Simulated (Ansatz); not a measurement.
Reaction (formal exchange of groups at the Si–O bond): `[CH3][AlH][O][SiH2]O` + `C#CSC` → `CS[SiH2]O` + `C#C[O][AlH][CH3]`

Computed with Ansatz on PBE0-D4/def2-TZVP structures; ΔE is electronic, products minus reactants. CCSD(T)/CBS adds triple-zeta CCSD(T) − MP2 to the extrapolated MP2 energy (def2 sets, frozen cores). DFT in def2-TZVPP. One conformer a species, not always the lowest.

CCSD(T)/CBS gives +28.4 kcal/mol.

Q: Another level gave +23.1 kcal/mol. Which?
A. BHLYP-D4/def2-TZVPP
B. r2SCAN0-D4/def2-TZVPP
C. revPBE/def2-TZVPP
D. CCSD/def2-TZVPP

A: C. revPBE 23.1, BHLYP-D4 27.7, CCSD/def2-TZVPP 28.7, r2SCAN0-D4 26.0 kcal/mol.

Largest T1 diagnostic among the species: 0.013.

At CCSD(T), def2-SVP lies −4.5 kcal/mol from the extrapolated value and def2-TZVPP +0.1 kcal/mol. Leaving LDA and LC-ωPBE aside and taking each functional with its dispersion term where it has one, the values, not all of them listed here, spread over 5.9 kcal/mol, from revPBE-D4 to B2PLYP. LDA lies −1.0 kcal/mol from PBE without D4.
